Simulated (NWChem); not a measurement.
Molecule: GeI2, singlet; SMILES [I][Ge][I]

Computed with NWChem. Low-valent species are run as closed-shell singlets; no triplet was tried in these runs. The geometry was optimised at PBE0/def2-SVP. def2 effective core potentials on I; no spin-orbit coupling. Static field.

For level B3LYP/def2-SVPD:

```yaml
isotropic polarisability (bohr³): 112.6
anisotropy (bohr³): 70.5
```

Q: What are these values for level PBE/def2-SVPD?

A: 
- isotropic polarisability (bohr³): 115.0
- anisotropy (bohr³): 73.4
